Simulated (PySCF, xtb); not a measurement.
Se(Br)(NH2) (BrH2NSe), SMILES N[Se]Br.

xtb 6.7.1 with GFN2-xTB at its own geometry gives an orbital gap of 2.80 eV and a dipole moment of 4.40 D.

The structure is a stationary point at r2SCAN-D4/def2-SVP. One conformer was computed; it need not be the lowest.

What does PySCF with B3LYP/def2-TZVPD give? (The exact figures need the calculation; the answer reports its results.)

gap 3.98 eV (levels -6.53 and -2.55 eV), dipole 2.37 D.
